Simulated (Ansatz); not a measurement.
Start from `[O]=[Mo](=[O])([OH])[OH]` and change one element to get `[O]=[W](=[O])([OH])[OH]`.

Ansatz, PBE0-D4/def2-TZVP geometries, multiplicity 1. Each molecule was computed in one conformer, which needn't be the lowest.

Elements past krypton have def2 core potentials.

| property | `[O]=[Mo](=[O])([OH])[OH]` |
| --- | --- |
| ideal-gas entropy at 298 K and 1 bar (rigid rotor, harmonic PBE0-D4/def2-TZVP) / J/(mol·K) | 330 |
| size of the dipole moment (ωB97M-V/def2-TZVPP) / D | 2.49 |
| HOMO–LUMO gap (ωB97M-V/def2-TZVPP) / eV | 11.61 |
| HOMO energy (PBE0/def2-TZVPP) / eV | -9.19 |
| LUMO energy (PBE/def2-TZVPP) / eV | -2.90 |
| LUMO energy (ωB97M-V/def2-TZVPP) / eV | 0.03 |

Task: Give the same properties after the change, and the shifts. (Estimate.)

Result: Ansatz gave: 
```csv
property,`[O]=[W](=[O])([OH])[OH]`,shift
"ideal-gas entropy at 298 K and 1 bar (rigid rotor, harmonic PBE0-D4/def2-TZVP) / J/(mol·K)",338,8
size of the dipole moment (ωB97M-V/def2-TZVPP) / D,3.03,0.54
HOMO–LUMO gap (ωB97M-V/def2-TZVPP) / eV,11.93,0.32
HOMO energy (PBE0/def2-TZVPP) / eV,-8.94,0.25
LUMO energy (PBE/def2-TZVPP) / eV,-2.29,0.61
LUMO energy (ωB97M-V/def2-TZVPP) / eV,0.61,0.58
```

With PBE0 the HOMO rises by 0.25 eV and the LUMO rises by 0.66 eV, so the gap widens by about 0.41 eV. PBE moves the HOMO by 0.21 eV and ωB97M-V by 0.26 eV. Dipoles are sizes alone; their direction can turn.
